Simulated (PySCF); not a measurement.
Isomers of CH7FGeSi. Method used: PySCF 2.14.0, PBE0-D3(BJ)/def2-SVP geometry optimisation, gas phase. One conformer each; no zero-point energy, no entropy. No frequencies were run at this level. Point groups hold within 0.08 Å.

Question: Rank from lowest to highest electronic energy at this level (kJ/mol).
A. `F[Si@@H](C)[GeH3]`
B. `F[C@@H]([SiH3])[GeH3]`

Answer: A (0.0), B (261.7).

As drawn, the lower has an Si–F bond, which the higher lacks.

```
               SMILES       E (Eh)  E rel (kJ/mol)  dipole (D)  point group     A, B, C (MHz)
     C[Si@H](F)[GeH3]  -2507.73144             0.0        1.73           C1  5572, 1729, 1440
F[C@@H]([SiH3])[GeH3]  -2507.63178           261.7        1.35           C1  5412, 1827, 1456
```

Question: How do the relative energies change in single points at PBE/pcSseg-2 (no added dispersion term) on the same geometries?

Answer: 
```json
{"SMILES": "C[Si@H](F)[GeH3]", "PBE0-D3(BJ)/def2-SVP (kJ/mol)": "0.0", "PBE/pcSseg-2 (kJ/mol)": "0.0", "shift": "0.0"}
{"SMILES": "F[C@@H]([SiH3])[GeH3]", "PBE0-D3(BJ)/def2-SVP (kJ/mol)": "261.7", "PBE/pcSseg-2 (kJ/mol)": "278.4", "shift": "+16.7"}
```

Each column counts from its own lowest isomer. The order is unchanged; the largest shift is 16.7 kJ/mol.
